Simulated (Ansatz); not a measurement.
`FB1OC[SiH2]1` + H₂ → `B1OC[SiH2]1` + H–F at 400 K and 1 bar (hydrogenolysis of a B–F bond).

Gas-phase electronic energies from Ansatz, PBE0-D4/def2-TZVP geometries. CCSD(T)/CBS adds triple-zeta CCSD(T) − MP2 to the extrapolated MP2 energy (def2 sets, frozen cores). This one scheme is used for every species.

```csv
species,CCSD(T)/CBS energy (Eh),H − E (kJ/mol),S (J/(mol·K))
`FB1OC[SiH2]1`,-529.35924,173.1,339.7
H₂,-1.17544,38.0,139.0
`B1OC[SiH2]1`,-430.09173,184.7,316.8
H–F,-100.39570,36.5,182.2
```

H − E and S are ideal-gas, rigid-rotor, harmonic terms from PBE0-D4/def2-TZVP. The MP2-based limit puts H₂ 0.8 mEh under its directly extrapolated value; such offsets cancel only in part. 1 Eh = 2625.50 kJ/mol, R = 8.31446 J/(mol·K).

Q: By hand: ΔE, ΔH, ΔS and ΔG.

A: ΔE = (-430.09173) + (-100.39570) − (-529.35924) − (-1.17544) = 0.04725 Eh = 124.1 kJ/mol. Δ(H − E) = 184.7 + 36.5 − 173.1 − 38.0 = 10.1, so ΔH = 134.2 kJ/mol. ΔS = 316.8 + 182.2 − 339.7 − 139.0 = 20.3 J/(mol·K). ΔG = 134.2 − 400 × (20.3)/1000 = 126.1 kJ/mol.

Q: By hand: the equilibrium constant, and the temperature at which ΔG would vanish if ΔH and ΔS stayed fixed.

A: log₁₀ K = −ΔG/(RT ln 10) = -16.5. ΔG = 0 at ΔH/ΔS = 6611 K, far beyond where these terms or the molecules hold.

ΔH outweighs TΔS. A doubt of 5 kJ/mol in ΔE shifts log₁₀ K by 0.7 here. These are equilibria of isolated gas molecules and say nothing of rates. Largest T1 diagnostic: 0.016 (customary marks: 0.02 for closed shells, 0.045 for open ones).
